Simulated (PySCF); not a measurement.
Two-component Hartree-Fock for Hf⁴⁸⁺ (hafnium, charge +48)

Start: [Ar] 3d6; 3d3/2 filled at m_j = -3/2, -1/2, +1/2, +3/2; 3d5/2 filled at m_j = +3/2, +5/2. Calculated with PySCF 2.14 in an uncontracted even-tempered set (15 s from 12 bohr⁻², ratio 2.8; 12 p from 16 bohr⁻², ratio 2.8; 8 d from 16 bohr⁻², ratio 2.8; 3 f from 55 bohr⁻², ratio 3): generalised Hartree-Fock with the X2C-1e Hamiltonian and a Gaussian nucleus; one run each with spin-orbit coupling (SO) switched off, then screened by Boettger's factors.

| spinor shell | electrons | ε, spin-free (eV) | ε, screened SO (eV) | weight of nominal j (screened SO) | rms radius, screened SO (bohr) |
| --- | --- | --- | --- | --- | --- |
| 1s1/2 | 2 | -68522.3 | -68500.7 | 1.000 | 0.0215 |
| 2s1/2 | 2 | -14127.7 | -14119.2 | 1.000 | 0.0865 |
| 2p1/2 | 2 | -12753.0 | -13615.2 | 1.000 | 0.0736 |
| 2p3/2 | 4 | -12753.0 | -12393.6 | 1.000 | 0.0806 |
| 3s1/2 | 2 | -5136.9 | -5134.3 | 1.000 | 0.215 |
| 3p1/2 | 2 | -4712.3 | -4929.2 | 0.999 | 0.206 |
| 3p3/2 | 4 | -4712.3 | -4620.1 | 1.000 | 0.219 |
| 3d3/2 | 4 | -4285.0 | -4314.9 | 0.987 | 0.189 |
| 3d5/2 | 2 | -4285.0 | -4251.8 | 0.988 | 0.193 |

| quantity | spin-free | screened SO |
| --- | --- | --- |
| E (hartree) | -13172.02643 | -13190.33325 |
| M_J | 4 | 4 |
| ⟨J²⟩ | 20.000 | 20.008 |
| ⟨L²⟩ | 6.000 | 12.586 |
| ⟨S²⟩ | 6.000 | 2.980 |

Each row is a mean over spinors that exchange with the open shell spreads, by up to 39.439 eV (3p3/2).

Breit and QED terms are absent; they matter most for the inner s and p1/2 levels.

Densities and radii are taken from the X2C orbitals without a picture-change correction, which distorts them close to the nucleus.

Without spin-orbit coupling the j labels of p, d and f shells carry no meaning; the spin-free column gives the mean over the occupied spinors of each nl shell.
